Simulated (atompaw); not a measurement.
Reading a pseudo-wave (palladium (Pd))

Columns: radius, all-electron u(r) and pseudo u(r) of the 5p shell (level -0.31 eV) of palladium in the configuration [Kr] 4d10 5s0 5p0; PBE, scalar-relativistic, PAW (atompaw) scheme, atompaw 4.2.0.5.

```
r (bohr)  all-electron  pseudo
   0.115       -0.0254  0.0007
   0.231        0.0651  0.0028
   0.346        0.0562  0.0063
   0.462       -0.0090  0.0112
   0.577       -0.0719  0.0175
   0.692       -0.1101  0.0252
   0.808       -0.1213  0.0344
   0.923       -0.1108  0.0449
   1.038       -0.0859  0.0568
   1.154       -0.0525  0.0702
   1.269       -0.0156  0.0848
   1.385        0.0225  0.1008
   1.500        0.0595  0.1178
   1.615        0.0946  0.1359
   1.731        0.1277  0.1550
   1.846        0.1581  0.1747
   1.962        0.1861  0.1949
   2.077        0.2113  0.2151
   2.192        0.2343  0.2351
   2.308        0.2552  0.2545
   2.423        0.2739  0.2729
   2.538        0.2907  0.2899
   2.654        0.3059  0.3054
   2.769        0.3193  0.3192
   2.885        0.3314  0.3314
   3.000        0.3420  0.3420
```

**Question.** How many radial nodes do the two functions have?

**Answer.** The all-electron 5p function has n − l − 1 = 3; the pseudo-wave has 0, since the states of the same l below it are removed with the core.

**Question.** Is the pseudo-wave norm-conserving?

**Answer.** No, it belongs to a PAW set: the norm inside the radius is not constrained, and the difference is carried by the augmentation charge.
